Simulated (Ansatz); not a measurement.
BFO, charge +1, doublet, geometry from GFN2-xTB (a state made from the parent by changing its charge; the spin is typed, not shown lowest).

Ansatz (an electronic-structure program) was given this input:
Ansatz 0.2 input:
```yaml
crystal:
  periodic: [false, false, false]
  atoms:
    - {symbol: F, position_ang: [-0.00000000, -0.00000000, -1.18647100]}
    - {symbol: B, position_ang: [0.00000000, 0.00000000, 0.07261760]}
    - {symbol: O, position_ang: [0.00000000, 0.00000000, 1.28939388]}
basis:
  gaussian:
    orbitals: cc-pVTZ
hamiltonian:
  xc: {name: SVWN5}
total_charge: 1
magnetization: {spin_polarized: true, initial_magnetization: 1}
```

Task: What does this run give for the total energy, number of basis functions, <S^2>?

Result: 
```json
{
 "total_energy": "-198.1459 Eh",
 "number_of_basis_functions": "90",
 "<S^2>": "0.752"
}
```
